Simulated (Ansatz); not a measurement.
Molecule: SiH2I (charge 0, doublet). SMILES: [SiH2]I

Atoms: Si1, I2, H3, H4. Bonds: Si1-I2, Si1-H3, Si1-H4.

Bond lengths (Å) and angles (degrees) optimised at HF/6-31G* with LANL2DZ past Ar with Ansatz (a first-principles code); B3LYP/LANL2DZ with Ansatz; MP2/6-31G* with LANL2DZ past Ar with Ansatz, each started from the B3LYP-D3(BJ)/def2-TZVP structure (Ansatz) of the last column. A row stands for all coordinates that are equal there. 6-31G* holds six Cartesian d functions. No wavenumbers were computed at B3LYP/LANL2DZ, MP2/6-31G* with LANL2DZ past Ar, so these may be saddle points.

| coordinate | HF/6-31G* with LANL2DZ past Ar | B3LYP/LANL2DZ | MP2/6-31G* with LANL2DZ past Ar | B3LYP-D3(BJ)/def2-TZVP |
|---|---|---|---|---|
| Si1-I2 | 2.469 | 2.551 | 2.455 | 2.454 |
| Si1-H3 | 1.472 | 1.488 | 1.484 | 1.485 |
| I2-Si1-H3 | 108.9 | 108.4 | 109.7 | 108.6 |
| H3-Si1-H4 | 110.9 | 110.7 | 110.4 | 110.2 |

Mean signed difference of all 3 bond lengths from B3LYP-D3(BJ)/def2-TZVP: HF/6-31G* with LANL2DZ past Ar -0.004 Å, B3LYP/LANL2DZ 0.034 Å, MP2/6-31G* with LANL2DZ past Ar -0.001 Å.
